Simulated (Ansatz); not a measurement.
A run for Ansatz (a program for electronic structure): U-wB97M-V/def2-TZVPP on Cl (SMILES [Cl]).

Ansatz 0.2 input:
```yaml
crystal:
  periodic: [false, false, false]
  atoms:
    - {symbol: Cl, position_ang: [0.00000000, 0.00000000, 0.00000000]}
basis:
  gaussian:
    orbitals: def2-TZVPP
hamiltonian:
  xc: {name: wB97M-V}
magnetization: {spin_polarized: true, initial_magnetization: 1}
```

Give the final energy of this run.

-460.1252 hartree.
